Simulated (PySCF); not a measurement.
**Nuclear repulsion and electron count by hand**

System: H$_{3}$Si, doublet, at a GFN2-xTB geometry. Level: DF-PBE0/aug-cc-pVTZ (PySCF). Sums are taken with unrounded values, so a last digit can differ.

Coordinates (Å):

```
atom         x         y         z
----  --------  --------  --------
Si1    0.00172   0.00047   0.05607
H2    -0.01025   1.41163  -0.27334
H3     1.21692  -0.70748  -0.29345
H4    -1.23080  -0.71068  -0.21817
```

### Question
Work out the nuclear repulsion energy and the numbers of alpha and beta electrons.

### Answer
In atomic units each pair adds Z_i Z_j / r_ij, with r in bohr (1 bohr = 0.529177 Å).
| pair | r (Å) | r (bohr) | Z_i Z_j | term (Eh) |
|---|---|---|---|---|
| Si1-H2 | 1.4492 | 2.7385 | 14 | 5.1123 |
| Si1-H3 | 1.4492 | 2.7385 | 14 | 5.1123 |
| Si1-H4 | 1.4492 | 2.7385 | 14 | 5.1123 |
| H2-H3 | 2.4489 | 4.6277 | 1 | 0.2161 |
| H2-H4 | 2.4489 | 4.6277 | 1 | 0.2161 |
| H3-H4 | 2.4489 | 4.6277 | 1 | 0.2161 |
The sum is 15.9851 Eh; PySCF gives 15.9851 Eh. The atomic numbers add up to 17, so at charge +0 there are 17 electrons; multiplicity 2 means 1 unpaired, so 9 alpha and 8 beta.
